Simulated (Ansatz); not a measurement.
C₂H₆ClGaO, SMILES `C[O][Ga]([CH3])[Cl]`, relaxed with RKS PBE0-D4/def2-TZVP in Ansatz from a PBE-D4/def2-SVP geometry. The force threshold is 0.005 eV/Å; the program also tests the step.

The species carries charge 0 and has multiplicity 1.

Start:

```xyz
11

C     1.688   -0.596    0.799
O     1.439    0.567    0.038
Ga   -0.179    0.977   -0.631
C    -1.807   -0.101   -0.426
Cl   -0.109    2.852   -1.705
H     2.510   -1.189    0.336
H     2.014   -0.325    1.830
H     0.805   -1.275    0.900
H    -2.234    0.067    0.583
H    -2.551    0.201   -1.187
H    -1.576   -1.178   -0.537
```

Task: How much energy does the relaxation release, and in how many steps? (An estimate is asked.)

Result: Computed: 0.05 eV, in 24 steps, 1 of them rejected.

Task: Which bonds change most? (Estimate.)

Result: The calculation gave: O2–Ga3 from 1.799 to 1.776 Å; Ga3–Cl5 from 2.162 to 2.139 Å; C1–H7 from 1.115 to 1.095 Å; C1–H6 from 1.115 to 1.095 Å.

Task: Give the relaxed structure. (Best estimate.)

Result: Ansatz gave: 
```xyz
11

C     1.654   -0.575    0.825
O     1.429    0.569    0.043
Ga   -0.160    0.961   -0.649
C    -1.774   -0.109   -0.433
Cl   -0.093    2.783   -1.767
H     2.425   -1.199    0.360
H     2.010   -0.283    1.819
H     0.759   -1.198    0.962
H    -2.064   -0.139    0.620
H    -2.588    0.323   -1.014
H    -1.597   -1.132   -0.767
```
